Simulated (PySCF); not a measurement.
# TDDFT excited states: H10OSSi4

Compound: H10OSSi4.
SMILES: `O[Si@H]([SiH3])[SiH2]S[SiH3]`

Level of theory: PySCF, TDDFT wB97X-D/def2-SVPD, vertical, gas phase, core orbitals frozen in the response. The structure is a single GFN2-xTB conformer in the gas phase; no vibrational or solvent corrections. Torsions of this conformer, `[OH:1][Si@H:2]([SiH3:3])[SiH2:4][S:5][SiH3:6]`: O1–Si2–Si4–S5 173°, Si2–Si4–S5–Si6 -177°, H–O1–Si2–Si3 -57°.

Predict the UV-vis stick spectrum at this level.

| state | E (eV) | E (kJ/mol) | λ (nm) | f | main configurations (H = HOMO, L = LUMO) |
| --- | --- | --- | --- | --- | --- |
| S1 | 5.28 | 510 | 234.7 | 0.0054 | H→L (89%) |
| S2 | 5.74 | 553 | 216.2 | 0.033 | H-1→L (89%) |
| S3 | 6.16 | 595 | 201.2 | 0.0030 | H-2→L (54%), H-3→L (33%) |
| S4 | 6.38 | 615 | 194.4 | 0.020 | H→L+1 (63%), H→L+2 (11%) |
| S5 | 6.40 | 618 | 193.7 | 0.0038 | H→L+4 (60%), H→L+3 (11%) |
| S6 | 6.62 | 638 | 187.4 | 0.010 | H→L+2 (40%), H→L+5 (19%) |
| S7 | 6.68 | 644 | 185.6 | 0.014 | H-3→L (50%), H-2→L (31%) |
| S8 | 6.84 | 660 | 181.2 | 0.136 | H-1→L+1 (69%) |

Triplets (Tamm–Dancoff): T1 5.07 eV, H→L (76%), H→L+2 (8%); T2 5.13 eV, H-1→L (82%); T3 5.69 eV, H-3→L (45%), H-2→L (42%).

The lowest singlet comes at 235 nm (510 kJ/mol) in the ultraviolet; it is weak; its leading configuration is HOMO→LUMO (89%). The strongest level in the table is S8 at 6.84 eV (181 nm, f = 0.136). It is the last of those listed, so stronger ones may follow. Löwdin shares by element: HOMO sulfur 70%, silicon 18% or more; LUMO silicon 58% or more, oxygen 8% (atoms not listed hold the other 34%). Orbital energies (eV): HOMO-3 -10.38, HOMO-2 -10.24, HOMO-1 -9.81, HOMO -8.94, LUMO 0.36, LUMO+1 1.35, LUMO+2 1.75. The listed states span 1.56 eV, and the widest gap between neighbours is 0.45 eV (S1 to S2). The oscillator strengths of these states sum to 0.225; summed over the whole spectrum of an exact calculation they would give the number of electrons, 90 (Thomas–Reiche–Kuhn). The window holds the lowest 8 singlets.

On one thread, Arm Neoverse N1 (aarch64), on a shared host, this took 93 s of wall time and 1.0 GiB of memory at its peak.
